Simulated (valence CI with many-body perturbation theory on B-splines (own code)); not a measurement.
**Sr VI: what the settings do**

Computed by configuration interaction combined with many-body perturbation theory (CI+MBPT): five valence electrons over a frozen Dirac-Fock core [Ar] 3d10, a basis of 6 s, 6 p, 5 d, 3 f, 1 g functions for each j, with the one-electron correlation potential Σ1 (screened to all orders), the two-electron term Σ2, the three-electron term Σ3, Breit, model QED; selected single and double excitations, second order for the rest, scaled by the run's own slope (own B-spline code, finite nucleus).

Set against measurement, 12 paired levels are off by 194 cm⁻¹ on average, the worst by 376. These come from a selection out of Sansonetti, J. Phys. Chem. Ref. Data 41, 013102 (2012). Levels without a partner in it may be off by more. Among the levels kept, up to 1700 cm⁻¹ of a level comes from second order outside the variational space, and about a tenth of that is noise between levels of different J, which matters for small intervals.

The reference run has the lowest level 4s²4p³ ⁴S°_3/2 and an ionisation energy of 88.2746 eV. Its largest variational space holds 9999 state functions.

Names give the largest LS component (configuration and term), which can be under half, so a name can repeat, a term be missing and a line seem to break the LS rules; names also repeat where a configuration has a term twice. Letters in brackets count levels of one name in rising energy.

Changed runs:
A. Davidson tolerance 2e-05 → 0.0003; natural orbitals for correlation on → off
B. averaging of valence orbitals over low configurations on → off
C. highest l with Σ1, explicit Σ2 and valence Breit (higher l get mean screening factors) 3 → 0
D. scale of Σ1 1 → -1 (bad on purpose)

Excitation energies of the reference run in cm⁻¹, and shifts in cm⁻¹:

| Level | Reference | A | B | C | D |
| --- | --- | --- | --- | --- | --- |
| 4s²4p³ ²D°_3/2 | 20425 | +1461 | -1.1 | +446 | -145 |
| 4s²4p³ ²D°_5/2 | 23800 | +1445 | -0.7 | +316 | -396 |
| 4s²4p³ ²P°_1/2 | 38907 | +1754 | -0.9 | +621 | -553 |
| 4s²4p³ ²P°_3/2 | 43899 | +1637 | -0.8 | +371 | -966 |
| 4s4p⁴ ⁴P_5/2 | 152963 | -181 | +1.4 | +1959 | -2924 |
| 4s4p⁴ ⁴P_3/2 | 159368 | -231 | +3.0 | +1740 | -3294 |
| 4s4p⁴ ⁴P_1/2 | 162014 | -210 | +1.6 | +1711 | -3404 |
| 4s4p⁴ ²D_3/2 | 188333 | +995 | +7.1 | +2527 | -3564 |
| 4s4p⁴ ²D_5/2 | 189986 | +992 | +5.7 | +2478 | -3690 |
| 4s4p⁴ ²P_3/2 | 215719 | +1003 | +17 | +2554 | -4173 |
| 4s4p⁴ ²S_1/2 [a] | 216853 | +1681 | +11 | +3374 | -3930 |
| 4s4p⁴ ²S_1/2 [b] | 227433 | +1579 | +13 | +2690 | -4570 |
| Ionisation energy (eV) | 88.2746 | -0.0758 | +0.0020 | +2.0019 | -1.3895 |
